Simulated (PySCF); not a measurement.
Constitutional and geometric isomers with formula H3NOSi. Isolated molecules, 0 K electronic values unless said otherwise. One relaxed conformer stands for each flexible species; it need not be the lowest. Strings in code marks are SMILES.

Quantity: vertical ionisation energy (energy after one electron is removed minus that of the parent at the parent's geometry), in eV.

Case: `N[SiH]=O`. Geometry of `[SiH](=O)N` (neutral, multiplicity 1, Å):

```xyz
6

N     -0.8862    -0.0050     0.0082
Si     0.8033    -0.0607    -0.0069
O      1.6828    -1.3172    -0.0062
H     -1.4081     0.8660     0.0068
H     -1.4707    -0.8351     0.0194
H      1.2790     1.3520    -0.0212
```

Task: Give the vertical ionisation energy (energy after one electron is removed minus that of the parent at the parent's geometry) at the level minus the HOMO energy of B3LYP/6-31G* // PBE-D3(BJ)/def2-TZVP (PySCF).

Result: 7.34 eV.
